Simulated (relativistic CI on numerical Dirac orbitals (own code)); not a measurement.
Radial parameters of Xe⁴⁴⁺

Method of calculation: Dirac-Coulomb-Breit CI, separate exchange-only KLI orbitals for each configuration, model QED (radiative potential, 1s self-energy scaled to tabulated hydrogen-like ionisation energies), unscaled Slater integrals (own radial code, finite nucleus).

Slater integrals F^k, G^k are unscaled and averaged over j, outside the closed core 1s2; ζ comes from projecting the Hamiltonian with its Breit term on Σ l·s of the shell.

- 2s2.2p5.3s: ζ(2p) = 1.7939e+06, G^1(2p,3s) = 101530 cm⁻¹; <r>(2p) = 0.09705, <r^2>(2p) = 0.01144, <r>(3s) = 0.266, <r^2>(3s) = 0.08058 (bohr units).
- 2s2.2p5.3p: ζ(2p) = 1.7931e+06, F^2(2p,3p) = 266740, G^0(2p,3p) = 105560, G^2(2p,3p) = 116540, ζ(3p) = 477740 cm⁻¹; <r>(2p) = 0.0971, <r^2>(2p) = 0.01146, <r>(3p) = 0.2565, <r^2>(3p) = 0.07596 (bohr units).
- 2s2.2p5.3d: ζ(2p) = 1.7947e+06, F^2(2p,3d) = 353600, G^1(2p,3d) = 336270, G^3(2p,3d) = 194630, ζ(3d) = 67029 cm⁻¹; <r>(2p) = 0.09711, <r^2>(2p) = 0.01146, <r>(3d) = 0.224, <r^2>(3d) = 0.05769 (bohr units).

Averages of the first 10 configurations, taken without configuration mixing, which lowers the lowest level and can move excited configurations by several eV; other configurations of the list can lie among them:

| Configuration | Parity | States | Average energy above the lowest level (eV) |
| --- | --- | --- | --- |
| 2s2.2p6 | even | 1 | 0.1 |
| 2s2.2p5.3s | odd | 12 | 4322.6 |
| 2s2.2p5.3p | even | 36 | 4475.9 |
| 2s2.2p5.3d | odd | 60 | 4632.1 |
| 2s.2p6.3s | even | 4 | 4858.3 |
| 2s.2p6.3p | odd | 12 | 5008.1 |
| 2s.2p6.3d | even | 20 | 5164.1 |
| 2s2.2p5.4s | odd | 12 | 5889.3 |
| 2s2.2p5.4p | even | 36 | 5952.4 |
| 2s2.2p5.4d | odd | 60 | 6013.3 |
